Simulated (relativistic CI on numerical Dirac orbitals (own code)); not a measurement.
# Hyperfine structure of W⁶²⁺, mass number 183

Calculated at this level of theory: Dirac-Coulomb-Breit CI, orbitals from a KLI potential per configuration, QED by a radiative potential, unscaled Slater integrals (own radial code, finite nucleus).

CI space (outside the closed core [Ne]): 3s², 3s3p, 3p², 3s3d, 3d², 3p3d, 3p4s, 3d4s, 3s4s, 3s4p, 3s4d, 3s4f, 3s5s, 3s5p, 3s5d, 4s². Levels of other configurations are missing.

Nuclear spin I = 1/2, μ = 0.11739 μN (tables of Stone and Pyykkö). The electronic factors are computed for point nuclear moments, without core polarisation or the Bohr-Weisskopf and QED corrections.

```
    Level   E (eV)  A (GHz)
3s3p ³P°1  155.208    943.4
3s3p ³P°2  508.318    398.3
3s3p ¹P°1  546.177     -286
  3p² ¹D2  686.069    184.2
  3p² ³P1  688.218   -52.06
 3s3d ³D1  722.778   -323.7
 3s3d ³D2  735.972    323.8
 3s3d ³D3  806.054    248.7
```

Levels with J = 0, under 50 % of one LS term, or S terms without an open s electron are left out. Small factors come from cancelling terms and can be off by tens of per cent or more.

At this charge energies of transitions that change n are usually good to better than 1 %, and those within a shell (Δn = 0) to a few per cent.

Q: Give the hyperfine levels of 3s3p ³P°1 relative to its centre of gravity.

A: With K = F(F + 1) − I(I + 1) − J(J + 1), E = AK/2: F = 1/2: -943.4, F = 3/2: 471.7 GHz.

LS names give the leading component of a level, which can be under half, so a name can repeat, a term be missing and a line seem to break the LS rules.
